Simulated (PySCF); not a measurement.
CH₃N₂S, SMILES NC(=S)[NH] (connectivity only; charge and spin as stated), charge -1, multiplicity 1.

Coordinates come from a B3LYP-D3(BJ)/def2-SVPD optimisation. The spin state was assumed, not searched. The isomer is the one that the SMILES or the coordinates give; other isomers of the formula were not compared. Other conformers were not sampled.

Method: CAM-B3LYP/def2-TZVPD (PySCF).

Gas-phase values at a fixed geometry.

Q: Estimate the frontier levels, gap, dipole moment and polarisability. (Estimate from the structure and the level; the computed values follow.)

A: 
The highest occupied level is -2.06 eV, the lowest empty level comes out as 4.32 eV and the orbital gap is 6.38 eV. The dipole moment about the centre of nuclear charge comes out as 2.93 D. The mean static polarisability is 72.2 bohr³ (10.71 Å³). The polarisability, principal values is 54.9, 75.5, 86.3 bohr³.
